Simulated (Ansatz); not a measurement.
AlH3OS2Si, SMILES `S[Si]1(S)[O][AlH]1`, relaxed with RKS PBE0-D4/def2-TZVP in the Gaussian-basis code of Ansatz from a PBE-D4/def2-SVP geometry. The force threshold is 0.005 eV/Å; the program also tests the step.

Total charge 0; spin multiplicity 1.

Start:

```xyz
8

S     1.407    2.038   -0.139
Si    0.234    0.242   -0.351
S    -0.266    0.344   -2.445
O    -1.149    0.042    0.656
Al   -0.233   -1.372    1.247
H     2.050    1.598    0.979
H    -1.374   -0.436   -2.288
H    -0.671   -2.456    2.340
```

How much energy does the relaxation release, and in how many steps? (Estimate.)

Computed: 1.83 kcal/mol, in 7 steps, 1 of them rejected.

Which bonds change most? (Best estimate.)

Ansatz gave: Si2–O4 from 1.722 to 1.672 Å; O4–Al5 from 1.786 to 1.748 Å; Si2–Al5 from 2.319 to 2.282 Å; S1–Si2 from 2.156 to 2.128 Å.

Give the relaxed structure. (An estimate is asked.)

The calculation gave: 
```xyz
8

S     1.426    1.991   -0.161
Si    0.215    0.251   -0.337
S    -0.291    0.356   -2.402
O    -1.102    0.073    0.677
Al   -0.252   -1.357    1.213
H     2.003    1.600    0.987
H    -1.338   -0.475   -2.270
H    -0.660   -2.438    2.292
```
